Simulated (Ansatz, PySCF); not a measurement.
BH₅O₄Ti, SMILES B[O][Ti]([OH])([OH])[OH], multiplicity 1. Atoms are numbered in the order given.

```xyz
11

O      1.3411     0.8437     0.0728
Ti    -0.3178     0.0611    -0.0235
O     -0.1043    -1.7068    -0.0894
H     -0.1660    -2.4143     0.5633
O     -1.1548     0.6093    -1.5023
H     -1.3997     0.1414    -2.3098
O     -1.2407     0.5024     1.4407
H     -2.0552     1.0085     1.5494
B      2.6593     0.6267     0.2065
H      3.4139     1.5809     0.2280
H      3.0867    -0.5114     0.3043
```

Geometry: r2SCAN-D4/def2-SVP. The spin state was assumed, not searched. Other conformers were not sampled.

Two levels are set side by side: PBE-D3(BJ)/def2-SVP (Ansatz, a program for electronic structure) and r2SCAN-D4/def2-SVP (Ansatz). Each level has its own optimised geometry; the coordinates shown are those of the second. Frequencies come from the Hessian of PySCF at each geometry. Differences are taken from unrounded values.

| quantity | r2SCAN-D4 |
|---|---|
| mean bond length (Å) | 1.386 |
| bond O1–Ti2 (Å) | 1.837 |
| bond O1–B9 (Å) | 1.343 |
| bond Ti2–O3 (Å) | 1.782 |
| bond Ti2–O5 (Å) | 1.786 |
| bond Ti2–O7 (Å) | 1.786 |
| bond O3–H4 (Å) | 0.965 |
| bond O5–H6 (Å) | 0.965 |
| bond O7–H8 (Å) | 0.965 |
| bond B9–H10 (Å) | 1.217 |
| bond B9–H11 (Å) | 1.220 |
| highest harmonic wavenumber (cm⁻¹) | 3893 |
| mean harmonic wavenumber (cm⁻¹) | 1019 |
| zero-point energy (kcal/mol) | 39.34 |

What does PBE-D3(BJ) give, and how far is it from r2SCAN-D4? (The exact figures need the calculation; the answer reports its results.)


```tsv
quantity	PBE-D3(BJ)	PBE-D3(BJ) minus r2SCAN-D4
mean bond length (Å)	1.395	0.009
bond O1–Ti2 (Å)	1.851	0.014
bond O1–B9 (Å)	1.348	0.005
bond Ti2–O3 (Å)	1.792	0.010
bond Ti2–O5 (Å)	1.795	0.010
bond Ti2–O7 (Å)	1.796	0.010
bond O3–H4 (Å)	0.973	0.008
bond O5–H6 (Å)	0.973	0.008
bond O7–H8 (Å)	0.973	0.008
bond B9–H10 (Å)	1.226	0.009
bond B9–H11 (Å)	1.228	0.009
highest harmonic wavenumber (cm⁻¹)	3779	-113
mean harmonic wavenumber (cm⁻¹)	997	-22
zero-point energy (kcal/mol)	38.49	-0.85
```
